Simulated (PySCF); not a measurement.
## Potential energy of HgF along the bond

Set-up: Hg def2-SVP with ECP60, F def2-SVP; scalar-relativistic core potentials (PySCF 2.14). Energies in eV from Hg + F in their ground configurations at the same level. State: ²Σ⁺ (doublet), unpaired electrons σ ↑.

```tsv
R (Å)	r²SCAN	UHF-CCSD	UHF
1.774	-0.591		0.8081
1.857	-1.100	-0.3616	0.2835
1.939	-1.359	-0.6216	0.0301
2.001	-1.444	-0.7006	-0.0374
2.063	-1.464	-0.7118	-0.0323
2.125	-1.440	-0.6774	0.0219
2.207	-1.364	-0.5930	0.1283
2.311	-1.233	-0.4645	0.1995
2.434	-1.060	-0.3137	0.1861
2.599	-0.843		0.1349
```

**Question.** Put a parabola through the three lowest points of the r²SCAN curve and estimate Re, k and ωe (reduced mass 17.36 u; 1 eV/Å² = 0.16022 mdyn/Å; ωe = 1302.8·√(k/μ) cm⁻¹).

**Answer.** Through R = 2.001, 2.063, 2.125 Å the second-order coefficient is 5.72 eV/Å², so Re ≈ 2.060 Å, k ≈ 1.83 mdyn/Å and ωe ≈ 423 cm⁻¹. A polynomial fit of higher order to the unrounded r²SCAN energies gives Re = 2.056 Å, k = 1.92 mdyn/Å, ωe = 433 cm⁻¹; anharmonicity and rounding make the difference.

The higher-order fit for each curve: r²SCAN: Re = 2.056 Å, ωe = 433 cm⁻¹, De = 1.46 eV; UHF-CCSD: Re = 2.043 Å, ωe = 458 cm⁻¹, De = 0.71 eV. UHF gives no reliable minimum on this grid.

Correlated steps freeze 1 core orbital. Correlated levels converge slowly with the basis: in double zeta they bind strong bonds too weakly, by up to about 1 eV, and carry superposition errors of some tenths. These are scalar-relativistic numbers at best; spin–orbit coupling would shift them, the dissociation energy most. The state was picked by a PBE0 search and need not be the measured ground state.
